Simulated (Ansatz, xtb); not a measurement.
C4H8N2Si: which of two isomers lies lower

Structure I: `Cc1cn([SiH3])cn1`, a singlet. Structure II: `Cc1nccn1[SiH3]`, a singlet. Both are isolated molecules in the gas phase, relaxed with r2SCAN-D4/def2-SVP.

Quicker runs give these differences E(II) − E(I): GFN2-xTB −4.71 kJ/mol; HF/STO-3G −4.36 kJ/mol (at GFN2-xTB geometries); r2SCAN-D4/def2-SVP//GFN2-xTB −2.94 kJ/mol.

Problem. Estimate E(II) − E(I) at the level CCSD(T)/def2-SVP + ΔMP2/def2-TZVPP.

Solution. Too close to call at this level: CCSD(T)/def2-SVP + ΔMP2/def2-TZVPP gives E(II) − E(I) = −2.77 kJ/mol.

The same difference at several levels:

```json
{"level": "GFN2-xTB", "geometry": "GFN2-xTB", "E(II) − E(I) (kJ/mol)": "−4.71", "departure from the last row (kJ/mol)": "−1.94", "job, with rough time for the two": "optimisation, 0.95 s"}
{"level": "HF/STO-3G", "geometry": "GFN2-xTB", "E(II) − E(I) (kJ/mol)": "−4.36", "departure from the last row (kJ/mol)": "−1.60", "job, with rough time for the two": "single point, 3.4 s"}
{"level": "r2SCAN-D4/def2-SVP//GFN2-xTB", "geometry": "GFN2-xTB", "E(II) − E(I) (kJ/mol)": "−2.94", "departure from the last row (kJ/mol)": "−0.18", "job, with rough time for the two": "single point, 15 s"}
{"level": "r2SCAN-D4/def2-SVP", "geometry": "r2SCAN-D4/def2-SVP", "E(II) − E(I) (kJ/mol)": "−3.25", "departure from the last row (kJ/mol)": "−0.49", "job, with rough time for the two": "optimisation, 2.4 min"}
{"level": "HF/def2-SVP", "geometry": "r2SCAN-D4/def2-SVP", "E(II) − E(I) (kJ/mol)": "−0.61", "departure from the last row (kJ/mol)": "+2.15", "job, with rough time for the two": "part of the CCSD(T) run"}
{"level": "MP2/def2-SVP", "geometry": "r2SCAN-D4/def2-SVP", "E(II) − E(I) (kJ/mol)": "−1.55", "departure from the last row (kJ/mol)": "+1.22", "job, with rough time for the two": "part of the CCSD(T) run"}
{"level": "CCSD(T)/def2-SVP", "geometry": "r2SCAN-D4/def2-SVP", "E(II) − E(I) (kJ/mol)": "−1.97", "departure from the last row (kJ/mol)": "+0.79", "job, with rough time for the two": "single point"}
{"level": "CCSD(T)/def2-SVP + ΔMP2/def2-TZVPP", "geometry": "r2SCAN-D4/def2-SVP", "E(II) − E(I) (kJ/mol)": "−2.77", "departure from the last row (kJ/mol)": "", "job, with rough time for the two": "single point, 3.7 min"}
```

As drawn, both hold the same kinds of bond in the same numbers.

The largest departure from CCSD(T)/def2-SVP + ΔMP2/def2-TZVPP is that of HF/def2-SVP, 2.15 kJ/mol. The last row adds to CCSD(T) the change of the MP2 difference between the two basis sets, here −0.79 kJ/mol.

With thermal terms from frequencies at re-optimised GFN2-xTB minima (ideal gas, soft modes damped towards free rotors, one conformer each, 298.15 K, 1 atm): the zero-point term adds +0.28 kJ/mol; ΔH is −3.09 and ΔG −0.91 kJ/mol.

The correlated steps freeze 11 core orbitals. Run with Ansatz 0.2.0, xtb 6.7.1; the last row on 2 threads of Intel(R) Xeon(R) Processor @ 2.50GHz (Skylake/Cascade Lake) on a shared host.
